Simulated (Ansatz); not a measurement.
BrClH$_{3}$InOSi (`[SiH3][O][In]([Cl])[Br]`) at its PBE0-D4/def2-TZVP geometry, where that method's forces vanish. The species carries charge 0 and has multiplicity 1. In: def2 effective core potential.

```xyz
8

Si   -1.1456   -1.0032   -0.2123
O    -0.4063    0.2426    0.5519
In    1.2624    1.2392    0.3752
Cl    2.7151    0.6532   -1.3083
Br    1.7210    3.0408    1.9317
H    -1.2593   -2.1611    0.7139
H    -2.5071   -0.5816   -0.6348
H    -0.3802   -1.4299   -1.4174
```

(1) What forces (eV/Å) does r2SCAN-D4/def2-TZVPP give on these atoms in Ansatz 0.2.0? (Best estimate.)

Results:

(1) Computed: 
```
Si1 -0.021 -0.072 -0.060
O2  -0.093  0.007  0.076
In3  0.048  0.037  0.003
Cl4  0.058 -0.023 -0.067
Br5  0.005  0.040  0.038
H6  -0.002  0.025 -0.023
H7   0.029 -0.013  0.012
H8  -0.024 -0.001  0.021
```
